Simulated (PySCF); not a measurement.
WF2H4, SMILES [F][WH4][F], multiplicity 1. Atoms are numbered in the order given.

```xyz
7

W      0.0000     0.0000    -0.0826
F      1.8169     0.0000     0.4259
F     -1.8169     0.0000     0.4259
H     -0.8723     0.0000    -1.5239
H      0.0000    -1.4620     0.7456
H      0.0000     1.4620     0.7456
H      0.8723     0.0000    -1.5239
```

Geometry: PBE0-D3(BJ)/def2-TZVP. A frequency run showed that this geometry is not a minimum. The multiplicity is an assumed one; no other spin state was optimised. The structure was generated by enumeration; whether it is a known compound was not checked. The def2 effective core potentials stand for the cores of W; spin–orbit coupling is left out.

Computed with r2SCAN/def2-TZVPD run with PySCF.

Mulliken values depend strongly on the basis, most of all with diffuse functions as here. ESP charges are fitted to the potential on shells at 1.4 to 2.0 van der Waals radii. Atomic charges (e):

```json
[
 {"atom": "W1", "Mulliken": "1.14", "ESP fit": "(withheld)"},
 {"atom": "F2", "Mulliken": "-0.44", "ESP fit": "(withheld)"},
 {"atom": "F3", "Mulliken": "-0.44", "ESP fit": "(withheld)"},
 {"atom": "H4", "Mulliken": "-0.10", "ESP fit": "(withheld)"},
 {"atom": "H5", "Mulliken": "-0.03", "ESP fit": "(withheld)"},
 {"atom": "H6", "Mulliken": "-0.03", "ESP fit": "(withheld)"},
 {"atom": "H7", "Mulliken": "-0.10", "ESP fit": "(withheld)"}
]
```

Q: Some entries are withheld; supply them. (Estimate from the structure and the level; the computed values follow.)

A: 
- W1, ESP fit: 1.09
- F2, ESP fit: -0.34
- F3, ESP fit: -0.34
- H4, ESP fit: -0.14
- H5, ESP fit: -0.07
- H6, ESP fit: -0.07
- H7, ESP fit: -0.14
